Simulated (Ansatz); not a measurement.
Reaction (hydrogenolysis of a C–Si bond): `O[SiH2]C#C[SiH2]F` + H₂ → `C#C[SiH2]O` + `F[SiH3]`

Program: Ansatz. Geometries: PBE0-D4/def2-TZVP. ΔE: electronic, gas phase. CBS: MP2 limit from def2 TZ/QZ plus the TZ coupled-cluster correction, frozen cores. This one scheme is used for every species. Functionals use def2-TZVPP. Each species was taken in one conformer, which may not be the lowest.

`O[SiH2]C#C[SiH2]F`:

```xyz
11

O    -2.857    0.230   -1.128
Si   -2.082   -0.699   -0.022
C    -0.328   -0.194    0.162
C     0.839    0.128    0.266
Si    2.572    0.644    0.461
F     3.488   -0.210   -0.528
H    -2.499    0.273   -2.016
H    -2.071   -2.134   -0.402
H    -2.785   -0.491    1.260
H     3.015    0.382    1.847
H     2.709    2.071    0.099
```

H₂:

Z-matrix (Å, degrees):
```
H
H 1 0.746
```

`C#C[SiH2]O`:

```xyz
8

C    -1.182   -0.669   -1.680
C    -0.610   -0.408   -0.651
Si    0.279   -0.017    0.899
O     1.032    1.438    0.803
H    -1.692   -0.900   -2.588
H     1.238   -1.125    1.141
H    -0.685    0.092    2.014
H     1.620    1.589    0.062
```

`F[SiH3]`:

Z-matrix (Å, degrees):
```
Si
F 1 1.600
H 1 1.482 2 108.3
H 1 1.482 2 108.3 3 -120.0
H 1 1.482 2 108.3 3 120.0
```

CCSD(T)/CBS gives +21.8 kJ/mol.

**Question.** Another level gave +20.0 kJ/mol. Which?
A. CCSD(T)/def2-TZVPP
B. HF/def2-TZVPP
C. LC-ωPBE/def2-TZVPP
D. MP2/def2-TZVPP

**Answer.** A. CCSD(T)/def2-TZVPP 20.0, LC-ωPBE 12.9, HF/def2-TZVPP 2.0, MP2/def2-TZVPP 26.9 kJ/mol.

Largest T1 diagnostic among the species: 0.012.

From BLYP to BHLYP (50 % exact exchange), in def2-TZVPP and without D4, ΔE moves by −5.8 kJ/mol. In def2-TZVPP, CCSD(T) changes the Hartree–Fock value by +17.9 kJ/mol (the triples alone add +4.7 kJ/mol) and MP2 by +24.8 kJ/mol.

CCSD(T)/CBS has its own doubt, a few kJ/mol and more with outer-core shells, so smaller differences from it don't rank the levels.
